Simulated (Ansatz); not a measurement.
CH$_{4}$FNOSi, SMILES `N[Si]1(F)CO1`, relaxed with RKS PBE-D4/def2-SVP in Ansatz 0.2.0 from a rough embedded geometry. The force threshold is 0.03 eV/Å; the program also tests the step.

The species carries charge 0 and has multiplicity 1.

Start:

```xyz
9

N    -0.638    0.043    1.517
Si   -0.129    0.558    0.046
F    -1.239    1.444   -0.633
C     1.119   -0.172   -0.926
O    -0.148   -0.849   -0.836
H    -0.800   -1.021    1.418
H    -1.554    0.401    1.730
H     1.367    0.264   -1.877
H     2.023   -0.668   -0.439
```

Q: How much energy does the relaxation release, and in how many steps? (An estimate is asked.)

A: The calculation gave: 112.00 kJ/mol, in 10 steps, 1 of them rejected.

Q: Which bonds change most? (Estimate.)

A: The calculation gave: C4–O5 from 1.440 to 1.535 Å; Si2–C4 from 1.742 to 1.815 Å; N1–H6 from 1.081 to 1.020 Å; N1–Si2 from 1.639 to 1.701 Å.

Q: Give the relaxed structure. (Best estimate.)

A: The calculation gave: 
```xyz
9

N    -0.975   -0.106    1.396
Si   -0.370    0.288   -0.143
F    -1.219    1.586   -0.642
C     1.205   -0.116   -0.949
O    -0.053   -0.959   -1.206
H    -0.710   -0.961    1.883
H    -1.447    0.575    1.991
H     1.560    0.399   -1.864
H     2.009   -0.706   -0.466
```
